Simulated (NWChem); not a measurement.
System: MgH$_{2}$SeS; SMILES [SeH][Mg][SH]

Output (shortened):

```
             Northwest Computational Chemistry Package (NWChem) 7.3.0
             --------------------------------------------------------

 C1  symmetry detected

                             Geometry "geometry" -> ""
                             -------------------------

 Output coordinates in angstroms (scale by  1.889725989 to convert to a.u.)

  No.       Tag          Charge          X              Y              Z
 ---- ---------------- ---------- -------------- -------------- --------------
    1 Mg                  12.0000     0.00556278     0.71703342     0.00969283
    2 S                   16.0000     0.02658901     3.03635656     0.04877972
    3 H                    1.0000    -0.23485611     3.10734722    -1.28903945
    4 Se                  34.0000     0.03467045    -1.72311474     0.00454475
    5 H                    1.0000    -1.43611668    -1.70755196     0.23772856

 Effective nuclear repulsion energy (a.u.)     221.0059835314

  xc_inp: hfexch multiplicative factor not found.

                                 NWChem DFT Module
                                 -----------------

 Summary of "ao basis" -> "ao basis" (spherical)
 ------------------------------------------------------------------------------
       Tag                 Description            Shells   Functions and Types
 ---------------- ------------------------------  ------  ---------------------
 Mg                        def2-tzvp                12       32   5s4p3d
 S                         def2-tzvp                13       37   5s5p2d1f
 H                         def2-tzvp                 4        6   3s1p
 Se                        def2-tzvp                16       48   6s5p4d1f

            General Information
            -------------------
          SCF calculation type: DFT
          Wavefunction type:  closed shell.
          No. of atoms     :     5
          No. of electrons :    64
           Alpha electrons :    32
            Beta electrons :    32
          Charge           :     0
          Spin multiplicity:     1
          Use of symmetry is: off; symmetry adaption is: off
          Maximum number of iterations: 150
          AO basis - number of functions:   129
                     number of shells:    49
          Convergence on energy requested:  1.00D-06
          Convergence on density requested:  1.00D-05
          Convergence on gradient requested:  5.00D-04

              XC Information
              --------------
                     Hartree-Fock (Exact) Exchange  1.000

      Superposition of Atomic Density Guess
      -------------------------------------

 Sum of atomic energies:       -2997.89227749

      Non-variational initial energy
      ------------------------------

 Total energy =   -2998.319077
 1-e energy   =   -4613.986368
 2-e energy   =    1394.661307
 HOMO         =      -0.302282
 LUMO         =      -0.057106

   convergence    iter        energy       DeltaE   RMS-Dens  Diis-err
 ---------------- ----- ----------------- --------- --------- ---------
 d= 0,ls=0.0,diis     1  -2998.2122237181 -3.22D+03  3.45D-03  1.86D-01
 d= 0,ls=0.0,diis     2  -2998.2526373744 -4.04D-02  1.10D-03  3.77D-02
 d= 0,ls=0.0,diis     3  -2998.2585820606 -5.94D-03  4.74D-04  2.56D-03
 d= 0,ls=0.0,diis     4  -2998.2595507480 -9.69D-04  1.71D-04  3.33D-04
 d= 0,ls=0.0,diis     5  -2998.2596742800 -1.24D-04  7.63D-05  3.54D-05
  Resetting Diis
 d= 0,ls=0.0,diis     6  -2998.2596912866 -1.70D-05  2.10D-05  2.82D-06
 d= 0,ls=0.0,diis     7  -2998.2596925490 -1.26D-06  3.97D-06  2.12D-07
 d= 0,ls=0.0,diis     8  -2998.2596926343 -8.53D-08  2.08D-06  4.55D-08

         Total DFT energy =    -2998.259692634344
      One electron energy =    -4617.019175434478
           Coulomb energy =     1525.150314424249
    Exchange-Corr. energy =     -127.396815155535
 Nuclear repulsion energy =      221.005983531419

 Numeric. integr. density =        0.000000000000

                       DFT Final Molecular Orbital Analysis
                       ------------------------------------

 Vector   30  Occ=2.000000D+00  E=-3.804680D-01
              MO Center=  1.3D-02, -1.8D-01,  1.4D-02, r^2= 6.3D+00
   Bfn.  Coefficient  Atom+Function         Bfn.  Coefficient  Atom+Function
  ----- ------------  ---------------      ----- ------------  ---------------
    92      0.396481  4 Se py                48      0.276815  2 S  py
    95      0.255813  4 Se py                86     -0.244519  4 Se py
    51      0.204625  2 S  py                89      0.200390  4 Se py
    13     -0.156963  1 Mg py                45      0.118828  2 S  py
     7      0.110299  1 Mg py                80     -0.104744  4 Se s

 Vector   31  Occ=2.000000D+00  E=-3.657924D-01
              MO Center=  2.0D-02,  2.9D+00,  2.3D-02, r^2= 1.7D+00
   Bfn.  Coefficient  Atom+Function         Bfn.  Coefficient  Atom+Function
  ----- ------------  ---------------      ----- ------------  ---------------
    47      0.491194  2 S  px                50      0.370887  2 S  px
    44      0.214832  2 S  px                38     -0.174232  2 S  px
    49     -0.095765  2 S  pz                41     -0.088226  2 S  px
    52     -0.072215  2 S  pz                15      0.054132  1 Mg px
    12      0.051081  1 Mg px                28      0.047379  1 Mg d -2

 Vector   32  Occ=2.000000D+00  E=-3.467831D-01
              MO Center=  8.3D-03, -1.6D+00,  7.5D-03, r^2= 2.0D+00
   Bfn.  Coefficient  Atom+Function         Bfn.  Coefficient  Atom+Function
  ----- ------------  ---------------      ----- ------------  ---------------
    93      0.490519  4 Se pz                96      0.347837  4 Se pz
    87     -0.300734  4 Se pz                90      0.252998  4 Se pz
    84      0.091474  4 Se pz                91      0.077775  4 Se px
    94      0.055510  4 Se px                17      0.052342  1 Mg pz
    14      0.050987  1 Mg pz                85     -0.047711  4 Se px

 Vector   33  Occ=0.000000D+00  E= 2.673841D-02
              MO Center= -1.4D-01,  6.5D-01, -1.2D-01, r^2= 7.7D+00
   Bfn.  Coefficient  Atom+Function         Bfn.  Coefficient  Atom+Function
  ----- ------------  ---------------      ----- ------------  ---------------
     5      1.319930  1 Mg s                 81     -0.379925  4 Se s
    37     -0.332294  2 S  s                 95     -0.262626  4 Se py
    51      0.211093  2 S  py                92     -0.128895  4 Se py
    48      0.121643  2 S  py                 3     -0.115000  1 Mg s
    86      0.090608  4 Se py                36     -0.087505  2 S  s

 Vector   34  Occ=0.000000D+00  E= 6.486647D-02
              MO Center=  1.6D-01,  6.5D-01,  5.3D-02, r^2= 6.4D+00
   Bfn.  Coefficient  Atom+Function         Bfn.  Coefficient  Atom+Function
  ----- ------------  ---------------      ----- ------------  ---------------
    15      0.946032  1 Mg px                17      0.510243  1 Mg pz
    50     -0.221264  2 S  px                96     -0.162234  4 Se pz
    94     -0.150635  4 Se px               126      0.146168  5 H  s
    81     -0.136155  4 Se s                  6     -0.097570  1 Mg px
    72      0.093281  3 H  s                 12      0.092601  1 Mg px

 Vector   35  Occ=0.000000D+00  E= 6.564611D-02
              MO Center=  2.9D-02,  6.9D-01,  8.9D-02, r^2= 6.4D+00
   Bfn.  Coefficient  Atom+Function         Bfn.  Coefficient  Atom+Function
  ----- ------------  ---------------      ----- ------------  ---------------
    17      0.959794  1 Mg pz                15     -0.504518  1 Mg px
    96     -0.258084  4 Se pz                52     -0.148790  2 S  pz
    50      0.143465  2 S  px                72      0.126467  3 H  s
   126     -0.112078  5 H  s                  8     -0.098025  1 Mg pz
    14      0.092099  1 Mg pz                93     -0.079114  4 Se pz

     Multipole analysis of the density
     ---------------------------------

     L   x y z        total         alpha         beta         nuclear
     -   - - -        -----         -----         ----         -------
     0   0 0 0     -0.000000    -32.000000    -32.000000     64.000000

     1   1 0 0     -0.245531     -0.122766     -0.122766      0.000000
     1   0 1 0     -0.040298     -0.020149     -0.020149     -0.000000
     1   0 0 1     -0.246503     -0.123251     -0.123251      0.000000

     2   2 0 0    -30.860780    -19.305246    -19.305246      7.749712
     2   1 1 0      0.388401     -1.646448     -1.646448      3.681298
     2   1 0 1      0.029677      0.036105      0.036105     -0.042534
     2   0 2 0    -45.931095   -500.064368   -500.064368    954.197641
     2   0 1 1     -2.123435      2.910167      2.910167     -7.943769
     2   0 0 2    -31.290289    -18.784179    -18.784179      6.278069

                                 NWChem DFT Module
                                 -----------------

            General Information
            -------------------
          SCF calculation type: DFT
          Wavefunction type:  spin polarized.
          No. of atoms     :     5
          No. of electrons :    63
           Alpha electrons :    32
            Beta electrons :    31
          Charge           :     1
          Spin multiplicity:     2
          Use of symmetry is: off; symmetry adaption is: off
          Maximum number of iterations: 150
          AO basis - number of functions:   129
                     number of shells:    49
          Convergence on energy requested:  1.00D-06
          Convergence on density requested:  1.00D-05
          Convergence on gradient requested:  5.00D-04

              XC Information
              --------------
                     Hartree-Fock (Exact) Exchange  1.000

      Superposition of Atomic Density Guess
      -------------------------------------

 Sum of atomic energies:       -2997.89227749

 Renormalizing density from      64.00 to     63

      Non-variational initial energy
      ------------------------------

[...]
```

Level: Hartree-Fock/def2-TZVP, vertical spin-unrestricted ions. All runs use the structure optimised with PBE-D3(BJ)/def2-SVP.

Q: Write an input that gives this output.

A: Several could match; the one computed here: the input that was run:
```
start job
memory heap 200 mb stack 900 mb global 1100 mb
geometry units angstroms noautoz
  Mg    -0.036646    -0.648943    -0.013953
  S      0.033143    -2.921990    -0.471792
  H     -0.877117    -3.194343     0.508210
  Se    -0.047644     1.744213     0.463415
  H     -1.189651     1.893046    -0.480778
end
basis spherical
  * library def2-tzvp
end
dft
  xc hfexch
  iterations 150
  vectors input atomic output neutral.movecs
end
task dft energy
charge 1
dft
  odft
  mult 2
  vectors input atomic output cation.movecs
end
task dft energy
```
